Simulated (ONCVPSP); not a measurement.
# Varying the ONCV potential for platinum

Base potential:

```json
{
  "Element": "Pt (Z = 78)",
  "Generator": "ONCVPSP 4.0.1",
  "Type": "optimised norm-conserving Vanderbilt (ONCV)",
  "Functional": "PBEsol",
  "Relativity": "scalar-relativistic",
  "Frozen core": "[Kr] 4d10",
  "Valence charge": "32",
  "Reference configuration": "4f14 5s2 5p6 5d8 (charge +2)",
  "Partial waves": "5s: rc 1.70 bohr, ncon 4, nbas 7, qcut 9 1/bohr, 3 projectors, debl 0.7 Ha; 5p: rc 1.65 bohr, ncon 4, nbas 8, qcut 6.7 1/bohr, 2 projectors, debl 2.9 Ha; 5d: rc 2.40 bohr, ncon 4, nbas 9, qcut 8 1/bohr, 3 projectors, debl 0.4 Ha; 4f: rc 0.50 bohr, ncon 4, nbas 7, qcut 24.8 1/bohr, local",
  "Local potential": "the f channel",
  "Core correction": "Teter function, fcfact 5.5, rcfact 1.2"
}
```

In the s channel the program set the typed energies aside and used -4.514, 0.050, 0.750 Ha. In the d channel the program set the typed energies aside and used -0.952, 0.250, 0.650 Ha.

Cutoffs, loose and tight: the cutoffs (Ha) at which the residual kinetic energy of the hardest occupied pseudo-wave falls to 1 and 0.1 mHa per electron. They do not see the model core or the augmentation charge, which bear on the density cutoff. Test errors are all-electron minus pseudo excitation energies from the reference, over the configurations 4f14 5s2 5p6 5d9 6s1; 4f14 5s2 5p6 5d9; 4f14 5s2 5p6 5d7; 4f14 5s2 5p6 5d8 6s1. A dash means not determined; rows that change the core or the reference have their own tests.

1 further variants are left out, since the program set their typed debl aside.

A true bound ghost makes a file unfit for plane-wave use even where its test errors are small: the radial tests pick states by their node count and pass the ghost by.

| change | outcome | cutoff, loose | cutoff, tight | bound ghosts | GHOST(+) flags above zero | largest test error (meV) |
| --- | --- | --- | --- | --- | --- | --- |
| base | generated, projector energies reset by the program | 798 Ha | 1069 Ha | s, p, d | p, d | +4.5 |
| s: qcut 8.5; p: qcut 6.4; d: qcut 7.6; f: qcut 23.5 | generated, projector energies reset by the program | 827 Ha | 1119 Ha | s, p, d | p | +6.0 |
| functional LDA (Perdew-Wang 92) | generated, projector energies reset by the program | 798 Ha | 1070 Ha | s, p, d | p, d | +15 |
| f: qcut 30.2 | generated, projector energies reset by the program | 435 Ha | 748 Ha | s, p, d | p, d | +5.6 |
| s: qcut 6.8 | generated, projector energies reset by the program | 798 Ha | 1069 Ha | s, p, d | p, d | +4.1 |
| core correction none | generated, projector energies reset by the program | 798 Ha | 1069 Ha | s, p, d | p, d | +4.5 |
